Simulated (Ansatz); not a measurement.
`C=C[CH2][In]([F])[F]` + `[F][Al]([F])[O][SiH3]` → `[F][In]([F])[O][SiH3]` + `C=C[CH2][Al]([F])[F]`  (redistribution)

Calculated with Ansatz (gas phase, PBE0-D4/def2-TZVP geometries, no zero-point term in ΔE). CBS: MP2 limit from def2 TZ/QZ plus the TZ coupled-cluster correction, frozen cores. DFT in def2-TZVPP. B3LYP here is the variant with VWN-RPA as its local correlation; programs differ in this. def2 core potentials past Kr. For In outer-core shells are correlated without core-valence functions, which leaves a few kJ/mol of doubt a bond. Each species was taken in one conformer, which may not be the lowest.

`C=C[CH2][In]([F])[F]`:

```xyz
11

C    -0.056    0.319   -1.647
C     0.375    1.035   -0.620
C     0.388    0.642    0.817
In   -0.437   -1.302    1.143
F     0.518   -2.995    1.138
F    -2.291   -1.725    1.549
H    -0.467   -0.685   -1.533
H    -0.022    0.697   -2.662
H     0.772    2.030   -0.824
H    -0.187    1.346    1.424
H     1.407    0.637    1.214
```

`[F][Al]([F])[O][SiH3]`:

```xyz
8

F     2.171   -1.080    1.807
Al    1.219   -1.267    0.493
F     1.385   -2.638   -0.381
O     0.122   -0.104    0.060
Si   -0.973    1.015   -0.391
H    -1.536    1.678    0.813
H    -2.073    0.366   -1.150
H    -0.316    2.032   -1.251
```

`[F][In]([F])[O][SiH3]`:

Z-matrix (Å, degrees):
```
Si
O 1 1.643
H 1 1.484 2 107.7
H 1 1.489 2 110.9 3 -119.8
H 1 1.488 2 110.8 3 119.8
In 2 1.942 1 136.2 3 175.5
F 6 1.921 2 121.4 1 -179.8
F 6 1.928 2 121.9 1 0.1
```

`C=C[CH2][Al]([F])[F]`:

Z-matrix (Å, degrees):
```
C
C 1 1.492
Al 1 2.319 2 56.2
C 1 1.343 2 125.0 3 -65.3
H 1 1.088 2 116.5 3 104.7
H 2 1.085 1 113.8 3 -121.0
H 2 1.091 1 113.3 3 110.1
F 3 1.645 1 108.4 2 118.4
F 3 1.646 1 120.1 2 -102.2
H 4 1.087 1 121.8 2 -9.8
H 4 1.082 1 121.1 2 172.9
```

(1) Is it downhill or uphill in electronic energy at CCSD(T)/CBS, and by how much? (An estimate is asked.)

(2) What do these levels give: PBE-D4, B3LYP-D4, ωB97X-V, PBE, BHLYP, LC-ωPBE, HF/def2-TZVPP, CCSD/def2-TZVPP, CCSD(T)/def2-TZVPP, HF/def2-QZVPP, SCS-MP2/def2-QZVPP, CCSD/CBS(def2)? (An estimate is asked.)

Largest T1 diagnostic among the species: 0.017.

Answers

(1) The calculation gave: Uphill: ΔE = +125.2 kJ/mol.

(2) Ansatz gave: PBE-D4 111.9, B3LYP-D4 129.4, ωB97X-V 115.9, PBE 112.0, BHLYP 131.7, LC-ωPBE 112.6, HF/def2-TZVPP 131.5, CCSD/def2-TZVPP 130.0, CCSD(T)/def2-TZVPP 125.8, HF/def2-QZVPP 131.6, SCS-MP2/def2-QZVPP 128.4, CCSD/CBS(def2) 129.4 kJ/mol.

In def2-TZVPP, CCSD(T) changes the Hartree–Fock value by −5.7 kJ/mol (the triples alone add −4.1 kJ/mol) and MP2 by −3.0 kJ/mol. At CCSD(T), def2-SVP lies −10.1 kJ/mol from the extrapolated value and def2-TZVPP +0.6 kJ/mol.
